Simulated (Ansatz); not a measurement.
Steps of a relaxation of H$_{7}$InSSi$_{2}$, SMILES `[SiH3][SiH2][S][InH2]` with RKS PBE0-D4/def2-TZVP.

```sh
$ ansatz run in.yaml --threads 4 --pin off --events-out ev --progress --plain --max-ram 10444MiB
```

```yaml
crystal:
  periodic: [false, false, false]
  atoms:
    - {symbol: Si, position_ang: [-0.827510, 1.484130, -0.100460]}
    - {symbol: Si, position_ang: [1.344370, 0.658870, 0.136560]}
    - {symbol: S, position_ang: [1.376840, -1.147680, 1.335560]}
    - {symbol: In, position_ang: [-0.346190, -2.279270, 0.108580]}
    - {symbol: H, position_ang: [-1.252960, 1.504480, -1.505220]}
    - {symbol: H, position_ang: [-0.939270, 2.852750, 0.410350]}
    - {symbol: H, position_ang: [-1.802260, 0.645600, 0.636950]}
    - {symbol: H, position_ang: [2.003440, 0.317840, -1.136310]}
    - {symbol: H, position_ang: [2.273980, 1.494800, 0.897200]}
    - {symbol: H, position_ang: [-0.920670, -1.698030, -1.409490]}
    - {symbol: H, position_ang: [-0.909780, -3.833490, 0.626280]}
basis:
  gaussian: {orbitals: def2-TZVP}
hamiltonian: {xc: pbe0, dispersion: d4}
relax: {f_tol: 0.005, max_steps: 150}
```

Positions (Å) and forces (eV/Å) along the path, 12 of 28 steps:

```xyz
11
step=1 energy=-31869.8808 eV
Si   -0.828    1.484   -0.100   -0.031   -0.009   -0.058
Si    1.344    0.659    0.137    0.252   -0.964    0.472
S     1.377   -1.148    1.336   -0.451    0.093   -0.287
In   -0.346   -2.279    0.109    0.002   -0.489   -0.033
H    -1.253    1.504   -1.505   -0.039   -0.024   -0.366
H    -0.939    2.853    0.410    0.005    0.399    0.204
H    -1.802    0.646    0.637    0.011   -0.176    0.132
H     2.003    0.318   -1.136   -0.048    0.146   -0.377
H     2.274    1.495    0.897    0.106    0.574    0.104
H    -0.921   -1.698   -1.409    0.077    0.267    0.064
H    -0.910   -3.833    0.626    0.115    0.184    0.146
11
step=4 energy=-31870.0279 eV
Si   -0.810    1.492   -0.114    0.016   -0.013    0.001
Si    1.351    0.597    0.156    0.015   -0.062    0.046
S     1.296   -1.202    1.316    0.015    0.067   -0.028
In   -0.377   -2.372    0.061   -0.031   -0.018   -0.018
H    -1.222    1.521   -1.543   -0.004    0.011   -0.008
H    -0.911    2.871    0.436    0.004    0.005    0.007
H    -1.770    0.624    0.629   -0.013    0.004   -0.008
H     1.965    0.358   -1.180   -0.004    0.006    0.004
H     2.221    1.555    0.891   -0.015   -0.002   -0.012
H    -0.879   -1.575   -1.374    0.003    0.000    0.016
H    -0.863   -3.870    0.722    0.015    0.003    0.002
11
step=5 energy=-31870.0287 eV
Si   -0.809    1.494   -0.116   -0.003    0.002   -0.002
Si    1.350    0.592    0.157   -0.013    0.002   -0.007
S     1.295   -1.202    1.315   -0.003   -0.011    0.004
In   -0.381   -2.376    0.061    0.008   -0.002    0.012
H    -1.220    1.531   -1.545    0.007    0.008    0.005
H    -0.905    2.872    0.439    0.006   -0.009    0.001
H    -1.776    0.629    0.621   -0.005    0.003   -0.008
H     1.963    0.356   -1.179    0.003    0.000   -0.003
H     2.216    1.554    0.890    0.003    0.007    0.001
H    -0.884   -1.572   -1.367   -0.010    0.005   -0.005
H    -0.850   -3.878    0.724    0.006   -0.005    0.002
11
step=7 energy=-31870.0300 eV rejected
Si   -0.809    1.536   -0.132   -0.124    0.050   -0.042
Si    1.328    0.587    0.135    0.022   -0.018   -0.019
S     1.275   -1.181    1.333   -0.010    0.026    0.008
In   -0.369   -2.424    0.106   -0.010   -0.019   -0.006
H    -1.119    1.805   -1.574    0.028   -0.035    0.196
H    -0.908    2.824    0.623   -0.014   -0.124   -0.068
H    -1.844    0.594    0.409    0.114    0.115   -0.069
H     1.920    0.310   -1.205   -0.011    0.002    0.011
H     2.221    1.555    0.830   -0.010   -0.012   -0.011
H    -0.929   -1.674   -1.332    0.013   -0.008    0.012
H    -0.765   -3.932    0.807    0.003    0.023   -0.012
11
step=9 energy=-31870.0313 eV
Si   -0.807    1.515   -0.126   -0.020   -0.003    0.004
Si    1.339    0.587    0.146    0.006    0.007   -0.004
S     1.283   -1.190    1.330   -0.009    0.007   -0.004
In   -0.375   -2.397    0.087    0.003    0.002   -0.006
H    -1.172    1.668   -1.560    0.010    0.006    0.008
H    -0.908    2.847    0.532    0.003   -0.009   -0.001
H    -1.807    0.609    0.511    0.000    0.005   -0.002
H     1.940    0.329   -1.192    0.001   -0.007    0.001
H     2.219    1.554    0.857    0.001   -0.004   -0.004
H    -0.907   -1.615   -1.344    0.004   -0.002    0.004
H    -0.805   -3.907    0.759    0.001   -0.002    0.004
11
step=13 energy=-31870.0378 eV
Si   -0.811    1.557   -0.125   -0.068    0.037   -0.004
Si    1.316    0.580    0.115    0.017   -0.020   -0.004
S     1.237   -1.137    1.382   -0.023    0.001    0.005
In   -0.351   -2.426    0.126    0.017   -0.004   -0.016
H    -1.092    1.939   -1.538    0.020    0.006    0.040
H    -0.947    2.771    0.730    0.015   -0.049   -0.025
H    -1.860    0.581    0.301    0.054    0.014   -0.011
H     1.865    0.230   -1.225   -0.019    0.011    0.003
H     2.253    1.547    0.750   -0.013    0.006   -0.011
H    -0.848   -1.722   -1.356    0.007    0.002    0.009
H    -0.764   -3.921    0.841   -0.008   -0.004    0.014
11
step=19 energy=-31870.0597 eV
Si   -0.808    1.630   -0.134   -0.182    0.101    0.006
Si    1.274    0.572    0.035    0.005    0.033   -0.012
S     1.149   -1.025    1.450   -0.024    0.039   -0.040
In   -0.313   -2.473    0.211    0.037   -0.050   -0.022
H    -0.952    2.497   -1.352    0.046   -0.131    0.177
H    -1.058    2.467    1.083    0.024   -0.111   -0.146
H    -1.866    0.566   -0.187    0.106    0.121   -0.005
H     1.705    0.091   -1.307    0.009   -0.021    0.012
H     2.298    1.533    0.530    0.004   -0.010   -0.001
H    -0.665   -1.971   -1.389   -0.011    0.011    0.018
H    -0.764   -3.887    1.060   -0.014    0.019    0.012
11
step=22 energy=-31870.0675 eV
Si   -0.811    1.674   -0.142   -0.093    0.056   -0.021
Si    1.249    0.582   -0.003    0.021   -0.024   -0.003
S     1.100   -0.978    1.451    0.001   -0.002   -0.009
In   -0.287   -2.527    0.250    0.007    0.007    0.000
H    -0.851    2.723   -1.207   -0.005   -0.084    0.089
H    -1.128    2.302    1.175    0.008   -0.038   -0.095
H    -1.862    0.650   -0.440    0.066    0.082    0.025
H     1.645    0.050   -1.338   -0.004    0.001    0.007
H     2.311    1.519    0.452   -0.002   -0.004    0.005
H    -0.656   -2.087   -1.362   -0.001   -0.001    0.001
H    -0.711   -3.908    1.164    0.004    0.008    0.001
11
step=23 energy=-31870.0686 eV
Si   -0.811    1.665   -0.140   -0.042    0.025   -0.003
Si    1.254    0.579    0.003    0.009   -0.012    0.007
S     1.113   -0.988    1.448   -0.001    0.002   -0.010
In   -0.288   -2.518    0.241   -0.002   -0.001    0.006
H    -0.866    2.685   -1.225    0.008   -0.015    0.013
H    -1.124    2.325    1.157    0.009   -0.010   -0.013
H    -1.865    0.642   -0.403    0.022    0.009    0.002
H     1.654    0.057   -1.334    0.001    0.001    0.003
H     2.311    1.518    0.467   -0.004    0.003   -0.005
H    -0.658   -2.068   -1.369    0.002   -0.002    0.002
H    -0.721   -3.896    1.154    0.001   -0.002   -0.003
11
step=24 energy=-31870.0686 eV rejected
Si   -0.811    1.669   -0.139    0.014   -0.027    0.001
Si    1.253    0.580    0.002   -0.006    0.008   -0.006
S     1.112   -0.989    1.445    0.005    0.005    0.004
In   -0.290   -2.523    0.243    0.002    0.004   -0.001
H    -0.861    2.691   -1.220   -0.003    0.012   -0.009
H    -1.124    2.321    1.160   -0.006    0.007    0.009
H    -1.857    0.642   -0.409   -0.016    0.003   -0.002
H     1.653    0.059   -1.335    0.002    0.000    0.001
H     2.306    1.524    0.464    0.008   -0.011    0.005
H    -0.659   -2.075   -1.367   -0.002   -0.002   -0.002
H    -0.723   -3.900    1.157    0.002    0.001    0.000
11
step=26 energy=-31870.0688 eV
Si   -0.812    1.671   -0.141   -0.002   -0.001    0.000
Si    1.251    0.579    0.002   -0.001    0.003    0.000
S     1.110   -0.988    1.448    0.001    0.000    0.001
In   -0.287   -2.523    0.244   -0.001   -0.001    0.000
H    -0.859    2.695   -1.220    0.002    0.000    0.000
H    -1.126    2.323    1.159    0.001    0.000    0.000
H    -1.864    0.649   -0.413    0.000    0.001   -0.001
H     1.651    0.055   -1.334    0.000    0.000    0.000
H     2.309    1.518    0.464    0.001    0.000    0.000
H    -0.662   -2.074   -1.365    0.000    0.000    0.000
H    -0.712   -3.905    1.155    0.001    0.000    0.000
11
step=28 energy=-31870.0688 eV
Si   -0.812    1.678   -0.142    0.000   -0.001    0.000
Si    1.247    0.578    0.002    0.000    0.003    0.000
S     1.105   -0.986    1.450    0.000   -0.001    0.000
In   -0.284   -2.530    0.247    0.000   -0.001    0.000
H    -0.847    2.712   -1.212    0.000   -0.002    0.001
H    -1.131    2.319    1.162    0.000    0.000   -0.001
H    -1.867    0.664   -0.430    0.000    0.001    0.000
H     1.643    0.051   -1.334    0.000    0.000    0.000
H     2.308    1.514    0.460    0.001    0.000    0.000
H    -0.666   -2.083   -1.360    0.000    0.000    0.000
H    -0.697   -3.915    1.159    0.000    0.000    0.000
```

Hardware: 4 threads of an Arm Neoverse V2 on a shared host. Wall time 110 s, peak host memory 0.7 GiB.
